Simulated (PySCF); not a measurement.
Parent: `[O:1]=[CH:2][SiH3:3]`, CH4OSi.

Method used: PySCF, PBE0-D3(BJ)/def2-SVP geometry optimisation, gas phase. One conformer each, not checked by frequencies here.

| coordinate of the parent | value |
| --- | --- |
| O1=C2 | 1.205 Å |
| C2–Si3 | 1.937 Å |
| O1–C2–Si3 | 120.1° |

Question: How does the shared frame change in `[H]/[N:1]=[CH:2]\[SiH2:3][CH:4]=[O:5]` with N1–C2–Si3–C4 -116°, C2–Si3–C4–O5 116°, C2H5NOSi? Atoms pair as O1 = O5, C2 = C4, Si3 = Si3 (parent first).

Answer: 
```tsv
parent	relative	value in the relative	change
O1=C2	O5=C4	1.204 Å	-0.001
C2–Si3	C4–Si3	1.935 Å	-0.002
O1–C2–Si3	O5–C4–Si3	122.7°	+2.6
```

No shared bond changes by more than 0.004 Å. Bonds of the relative outside the shared frame: N1=C2 1.272, C2–Si3 1.901 Å.

Question: How does the shared frame change in `[O:1]=[CH:2][SiH2:3][Cl:4]` with O1–C2–Si3–Cl4 177°, CH3ClOSi? Atoms pair as O1 = O1, C2 = C2, Si3 = Si3 (parent first).

Answer: 
```csv
parent,relative,value in the relative,change
O1=C2,O1=C2,1.205 Å,0.000
C2–Si3,C2–Si3,1.929 Å,-0.008
O1–C2–Si3,O1–C2–Si3,118.6°,-1.5
```

Of the parent's bonds, C2–Si3 changes most (-0.008 Å). Bonds of the relative outside the shared frame: Si3–Cl4 2.067 Å.

Question: How does the shared frame change in `[O:1]=[CH:2][SiH2:3][B:4]([Cl:5])[Cl:6]` with O1–C2–Si3–B4 0°, C2–Si3–B4–Cl5 87°, CH3BCl2OSi? Atoms pair as O1 = O1, C2 = C2, Si3 = Si3 (parent first).

Answer: 
```
   parent   relative  value in the relative  change
    O1=C2      O1=C2                1.206 Å  +0.001
   C2–Si3     C2–Si3                1.942 Å  +0.005
O1–C2–Si3  O1–C2–Si3                 120.9°    +0.8
```

Of the parent's bonds, C2–Si3 changes most (+0.005 Å). Bonds of the relative outside the shared frame: Si3–B4 2.020, B4–Cl5 1.745, B4–Cl6 1.745 Å.

Question: How does the shared frame change in `[O:1]=[CH:2][SiH2:3][F:4]` with O1–C2–Si3–F4 179°, CH3FOSi? Atoms pair as O1 = O1, C2 = C2, Si3 = Si3 (parent first).

Answer: 
```
   parent   relative  value in the relative  change
    O1=C2      O1=C2                1.207 Å  +0.002
   C2–Si3     C2–Si3                1.921 Å  -0.016
O1–C2–Si3  O1–C2–Si3                 117.3°    -2.8
```

Of the parent's bonds, C2–Si3 changes most (-0.016 Å). Bonds of the relative outside the shared frame: Si3–F4 1.627 Å.
